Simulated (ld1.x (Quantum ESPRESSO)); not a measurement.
# An all-electron radial function and its pseudo partner (boron)

Columns: radius, all-electron u(r) and pseudo u(r) of the 2s shell (level -19.60 eV) of boron in the configuration [He] 2s2 2p0; BP86, scalar-relativistic, PAW scheme, ld1.x (Quantum ESPRESSO) 7.5.

```json
{"r (bohr)": "0.178", "all-electron": "0.3344", "pseudo": "-0.0555"}
{"r (bohr)": "0.355", "all-electron": "0.1604", "pseudo": "-0.1382"}
{"r (bohr)": "0.533", "all-electron": "-0.1180", "pseudo": "-0.2611"}
{"r (bohr)": "0.710", "all-electron": "-0.3687", "pseudo": "-0.4127"}
{"r (bohr)": "0.888", "all-electron": "-0.5600", "pseudo": "-0.5660"}
{"r (bohr)": "1.065", "all-electron": "-0.6868", "pseudo": "-0.6868"}
{"r (bohr)": "1.243", "all-electron": "-0.7570", "pseudo": "-0.7570"}
{"r (bohr)": "1.420", "all-electron": "-0.7807", "pseudo": "-0.7807"}
{"r (bohr)": "1.598", "all-electron": "-0.7703", "pseudo": "-0.7703"}
{"r (bohr)": "1.775", "all-electron": "-0.7363", "pseudo": "-0.7363"}
{"r (bohr)": "1.953", "all-electron": "-0.6871", "pseudo": "-0.6871"}
{"r (bohr)": "2.130", "all-electron": "-0.6298", "pseudo": "-0.6298"}
{"r (bohr)": "2.308", "all-electron": "-0.5684", "pseudo": "-0.5684"}
{"r (bohr)": "2.485", "all-electron": "-0.5072", "pseudo": "-0.5072"}
{"r (bohr)": "2.662", "all-electron": "-0.4480", "pseudo": "-0.4480"}
{"r (bohr)": "2.840", "all-electron": "-0.3921", "pseudo": "-0.3921"}
{"r (bohr)": "3.018", "all-electron": "-0.3406", "pseudo": "-0.3406"}
{"r (bohr)": "3.195", "all-electron": "-0.2942", "pseudo": "-0.2942"}
{"r (bohr)": "3.373", "all-electron": "-0.2525", "pseudo": "-0.2525"}
{"r (bohr)": "3.550", "all-electron": "-0.2159", "pseudo": "-0.2159"}
{"r (bohr)": "3.728", "all-electron": "-0.1836", "pseudo": "-0.1836"}
{"r (bohr)": "3.905", "all-electron": "-0.1559", "pseudo": "-0.1559"}
{"r (bohr)": "4.083", "all-electron": "-0.1318", "pseudo": "-0.1318"}
{"r (bohr)": "4.260", "all-electron": "-0.1113", "pseudo": "-0.1113"}
{"r (bohr)": "4.438", "all-electron": "-0.0936", "pseudo": "-0.0936"}
{"r (bohr)": "4.615", "all-electron": "-0.0788", "pseudo": "-0.0788"}
```

Problem. How many radial nodes do the two functions have?

Solution. The all-electron 2s function has n − l − 1 = 1; the pseudo-wave has 0, since the states of the same l below it are removed with the core.

Problem. At about which radius was the pseudo-wave matched?

Solution. 1.10 bohr, where the columns begin to agree (steps of 0.18 bohr).

Problem. Where does each function peak?

Solution. Outermost all-electron maximum near 1.42 bohr, pseudo maximum near 1.42 bohr (to the table’s step).

Problem. Is the pseudo-wave norm-conserving?

Solution. No, it belongs to a PAW set: the norm inside the radius is not constrained, and the difference is carried by the augmentation charge.
